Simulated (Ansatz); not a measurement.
Z-matrix (Å, degrees):
```
C
O 1 1.394
O 1 1.397 2 113.1
H 1 1.096 2 111.6 3 118.5
H 1 1.095 2 105.2 3 -122.4
C 2 1.426 1 113.6 3 -68.2
H 3 0.962 1 108.0 2 -63.2
Si 6 1.896 2 112.2 1 -87.1
H 6 1.096 2 110.6 1 38.3
H 6 1.094 2 106.7 1 153.9
H 8 1.486 6 109.8 2 -61.6
H 8 1.488 6 109.2 2 178.6
H 8 1.487 6 111.1 2 58.6
```

The species carries charge 0 and has multiplicity 1.

Question: List the B3LYP/def2-TZVPP orbital energies in eV (Ansatz 0.2.0). (Best estimate.)

Answer: Computed: Occupied: -1798.77, -520.93, -520.84, -279.47, -277.92, -143.34, -98.66, -98.65, -98.64, -29.38, -27.62, -19.76, -17.68, -15.00, -14.22, -13.77, -13.21, -11.59, -10.66, -10.45, -9.51, -9.46, -8.75, -8.48, -7.26. Lowest empty: 0.46, 0.84, 1.02, 1.23, 1.48, 2.10, 2.31, 2.64.

B3LYP here is the variant with VWN-RPA as its local correlation; programs differ in this.
